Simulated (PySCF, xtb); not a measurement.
Sn(H)(F)2(NH2) (F₂H₃NSn), SMILES [F][SnH]([NH2])[F].

xtb with GFN2-xTB at its own geometry gives an orbital gap of 4.23 eV and a dipole moment of 6.16 D.

Geometry: B3LYP-D3(BJ)/def2-SVP. The def2 effective core potentials stand for the cores of Sn; spin–orbit coupling is left out. One conformer was computed; it need not be the lowest.

### Question
What does PBE/def2-TZVPD in PySCF give? (The exact figures need the calculation; the answer reports its results.)

### Answer
gap 4.44 eV (levels -7.01 and -2.56 eV), dipole 2.47 D.
